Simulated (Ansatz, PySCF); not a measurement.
The pair A = H2O (SMILES O) (first 3 atoms), B = CH3F (SMILES CF); geometry from B3LYP-D3(BJ)/def2-TZVP.
(charge 0, multiplicity 1):
```csv
atom,x (Å),y (Å),z (Å)
O,0.0004,0.4835,-0.1392
H,0.2093,-0.1354,0.5728
H,-0.4386,-0.0408,-0.8158
C,-0.2219,0.5924,3.1373
F,0.2363,-0.5822,2.5223
H,-0.5277,1.2867,2.3564
H,-1.0638,0.3326,3.7781
H,0.5947,1.0073,3.7268
```

Correlated levels freeze the cores. Rows in 6-31G* carry no dispersion term and start afresh at each structure (6-31G* with six Cartesian d functions). MP2/6-31G* freezes PySCF's default core.

Run with Ansatz (an electronic-structure program); PySCF for 6-31G* rows. Each number belongs to the level named beside it.

Total energies (hartree), monomers frozen at their geometry in the pair:

```csv
structure,B3LYP/def2-TZVPPD,MP2/6-31G*,MP2/aug-cc-pVDZ
AB,-216.2839308,-215.5425614,-215.6845388
A in the pair's basis,-76.4694461,-76.1985118,-76.2614226
B in the pair's basis,-139.8098394,-139.3392062,-139.4176746
A,-76.4694211,-76.1967455,-76.2608328
B,-139.8097925,-139.3356790,-139.4169748
```

Problem. Work out the interaction energy without and with the counterpoise correction, and the superposition error, for each level.

Solution. 
E(AB) − E(A) − E(B), times 627.509 kcal/mol, with the monomers in their own basis and then in the pair's basis:
- B3LYP/def2-TZVPPD: -2.96 uncorrected, -2.91 corrected; the monomers gain 0.05 kcal/mol from borrowed functions
- MP2/6-31G*: -6.36 uncorrected, -3.04 corrected; the monomers gain 3.32 kcal/mol from borrowed functions
- MP2/aug-cc-pVDZ: -4.22 uncorrected, -3.41 corrected; the monomers gain 0.81 kcal/mol from borrowed functions
